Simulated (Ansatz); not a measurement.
Total energies of Au₂Se⁺ from Ansatz at r2SCAN-D4/def2-TZVP, gas phase (1 Eh = 27.2114 eV = 2625.5 kJ/mol). The reference geometry is relaxed at r2SCAN-D4/def2-TZVP.

```tsv
atom	x (Å)	y (Å)	z (Å)
Au1	1.2036	0.5854	1.1996
Au2	-1.5201	0.3521	-0.8920
Se3	0.3165	-0.9375	-0.3076
```

```
           state                        geometry  energy (Eh)
charge 1 doublet                       reference  -2672.89022
charge 0 singlet                       reference  -2673.18467
charge 1 quartet  relaxed at r2SCAN-D4/def2-TZVP  -2672.81956
```

In the def2 sets Au takes a core potential; there is no spin–orbit coupling.

Task: Work out the vertical electron affinity, to the singlet.

Result: E(charge 1 doublet) − E(charge 0 singlet) = -2672.89022 − (-2673.18467) = 0.29445 Eh = 8.01 eV.

Task: Which of the charge 1 states is lowest, and how far above it are the others?

Result: The doublet. quartet: -2672.81956 − (-2672.89022) = 0.07066 Eh = 185.5 kJ/mol. The quartet differs in its bonds from the reference.

The structure comes from a short search, and lower isomers may exist.
